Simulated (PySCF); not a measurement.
A structure optimised at TPSSh-D3(BJ)/def2-SVP, used in a PySCF frequency run:

```xyz
11

C      0.0000     1.5681     1.3463
Si     0.0000     0.0000     0.3375
C      0.0000    -1.5681     1.3463
Cl     1.6807     0.0000    -0.8886
Cl    -1.6807     0.0000    -0.8886
H     -0.8952     1.6105     1.9877
H      0.0000     2.4515     0.6898
H      0.8952     1.6105     1.9877
H      0.0000    -2.4515     0.6898
H     -0.8952    -1.6105     1.9877
H      0.8952    -1.6105     1.9877
```
Charge 0, spin multiplicity 1.

**Question.** Write its SMILES, formula and point group.

**Answer.** C[Si](C)(Cl)Cl, C2H6Cl2Si, C2v

**Question.** What are its rotational constants (standard atomic weights)?

**Answer.** 2.5247, 1.7723, 1.5693 GHz
